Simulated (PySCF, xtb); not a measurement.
C4H6BF, SMILES B(C#C)(CF)C. One conformer was computed; it need not be the lowest.

Harmonic wavenumbers (cm⁻¹) from GFN2-xTB (xtb) at its own minimum, in rising order: 51, 95, 102, 183, 207, 342, 382, 484, 646, 662, 666, 699, 843, 858, 1007, 1107, 1196, 1200, 1294, 1381, 1416, 1477, 1486, 2195, 2898, 2918, 3004, 3028, 3041, 3364.

What does PBE-D3(BJ)/def2-SVP (PySCF 2.14.0) give at its own minimum? (Estimate from the structure and the level; the computed values follow.)

51, 110, 130, 198, 214, 364, 396, 524, 613, 627, 632, 750, 807, 872, 1035, 1101, 1177, 1205, 1261, 1294, 1367, 1377, 1385, 2095, 2896, 2931, 2963, 3039, 3069, 3393. Paired by order, the mean absolute difference is 33 cm⁻¹ and the zero-point energies are 54.7 and 54.1 kcal/mol.
